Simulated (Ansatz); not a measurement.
`C=C[SiH](Cl)C=C` + `O[SiH2]F` → `C=CO[SiH2]F` + `C=C[SiH2]Cl`  (substitution at a C–Si bond)

Program: Ansatz. Geometries: PBE0-D4/def2-TZVP. ΔE: electronic, gas phase. CBS: MP2 limit from def2 TZ/QZ plus the TZ coupled-cluster correction, frozen cores. Functionals use def2-TZVPP. B3LYP here is the variant with VWN-RPA as its local correlation; programs differ in this. One conformer a species, not always the lowest.

| level | ΔE (kJ/mol) | difference from CCSD(T)/CBS |
| --- | --- | --- |
| r2SCAN-D4 | 68.7 | -9.6 |
| PBE0-D4 | 70.0 | -8.3 |
| B3LYP-D4 | 67.1 | -11.2 |
| ωB97M-V | 72.4 | -5.9 |
| B2PLYP | 68.6 | -9.7 |
| PBE | 62.7 | -15.6 |
| r2SCAN | 67.5 | -10.8 |
| PBE0 | 66.5 | -11.8 |
| HF/def2-TZVPP | 61.8 | -16.5 |
| SCS-MP2/def2-TZVPP | 75.8 | -2.5 |
| CCSD/def2-TZVPP | 73.6 | -4.7 |
| CCSD(T)/def2-TZVPP | 74.9 | -3.4 |
| HF/def2-QZVPP | 61.2 | -17.1 |
| MP2/def2-QZVPP | 83.8 | 5.5 |
| HF/CBS(def2) | 61.1 | -17.2 |
| MP2/CBS(def2) | 85.4 | 7.1 |
| CCSD(T)/CBS | 78.3 | 0 |

Largest T1 diagnostic among the species: 0.012.

In def2-TZVPP, CCSD(T) changes the Hartree–Fock value by +13.2 kJ/mol (the triples alone add +1.3 kJ/mol) and MP2 by +20.2 kJ/mol. The D4 term adds +6.1 kJ/mol with B3LYP and +3.6 kJ/mol with PBE0; it sums over pairs of atoms, weighted by their polarisabilities, and B3LYP, whose exchange is more repulsive, gets the larger term. From PBE to PBE0 (25 % exact exchange), in def2-TZVPP and without D4, ΔE moves by +3.8 kJ/mol.
